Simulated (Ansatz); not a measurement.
Job for Ansatz (a first-principles code): R-CCSD(T)/aug-cc-pV(D+d)Z on CH6OS (a complex), monomers drawn apart or pushed together. Files ending in .json are basis or fitting sets from the Basis Set Exchange.

Ansatz 0.2 input:
```yaml
crystal:
  periodic: [false, false, false]
  atoms:
    - {symbol: S, position_ang: [0.08035804, 1.49548586, -0.19620550]}
    - {symbol: H, position_ang: [1.29801576, 0.93039521, -0.21268552]}
    - {symbol: H, position_ang: [-0.53190062, 0.32486186, -0.43573455]}
    - {symbol: C, position_ang: [0.15074601, 0.24414834, 2.91258147]}
    - {symbol: O, position_ang: [0.23818110, -0.41682561, 4.16839347]}
    - {symbol: H, position_ang: [-0.86571828, 0.58473352, 2.68995641]}
    - {symbol: H, position_ang: [0.44075769, -0.48033468, 2.15335098]}
    - {symbol: H, position_ang: [0.82846009, 1.10140730, 2.84423365]}
    - {symbol: H, position_ang: [-0.01474648, 0.20228111, 4.86002215]}
basis:
  gaussian:
    orbitals: aug-cc-pV_D+d_Z.json
magnetization: {spin_polarized: false}
correlation: {method: ccsd_t, electrons: outside_noble_gas}
scf: {lower_state_search: off}
```

The log:

```
WARN ansatz: RAYON_NUM_THREADS=1 ignored (pool sized by the plan → 1); use --threads N
Functional definition: HF
these checks for a lower state are left out or cut short: stability, starts, cluster_reference, orbital_swaps, neighbouring_geometries, increment
integrals: 0.28 GiB planned
1271 factors; integrals over basis functions are off by at most 1.0e-3 eV
mean field: 0.37 GiB planned
mean field evaluation 1: about -13977.3888 eV, gradient 3.2e1 eV
mean field evaluation 2: about -13977.5071 eV, gradient 3.3e1 eV
mean field evaluation 4: about -13980.0947 eV, gradient 3.5e0 eV
mean field evaluation 8: about -13980.1446 eV, gradient 2.5e-1 eV
mean field -13980.14504546 eV, -513.7608543379 hartree, gradient 4.5e-6 eV, S^2 0.000000; 0 other end points of the search recorded, 0 dependent functions left out
7 core orbitals not correlated
reference -13980.14504546 eV, -513.7608543379 hartree; 11, 11 occupied and 114, 114 virtual orbitals, 1271 factors
second order -14.17593577 eV of doubles, -0.00000000 eV of singles
coupled cluster: 0.91 GiB planned
cycle   1  -14.97684027 eV  change   -8.0e-1 eV  update   8.4e-2
cycle   2  -15.36734100 eV  change   -3.9e-1 eV  update   2.5e-2
cycle   3  -15.44828999 eV  change   -8.1e-2 eV  update   1.1e-2
cycle   4  -15.44576670 eV  change    2.5e-3 eV  update   2.4e-3
cycle   5  -15.44539464 eV  change    3.7e-4 eV  update   8.1e-4
cycle   6  -15.44539014 eV  change    4.5e-6 eV  update   2.6e-4
cycle   7  -15.44526552 eV  change    1.2e-4 eV  update   9.0e-5
cycle   8  -15.44524957 eV  change    1.6e-5 eV  update   3.3e-5
cycle   9  -15.44525613 eV  change   -6.6e-6 eV  update   1.3e-5
perturbative correction -0.44055853 eV, -0.0161902274 hartree
Total energy: -13996.03086012 eV, -514.3446472588 hartree
Checks for a lower state left out: stability, starts, cluster_reference, orbital_swaps, neighbouring_geometries, increment
```

The calculation finished and met its thresholds.

Cost: roughly 11 core-seconds.
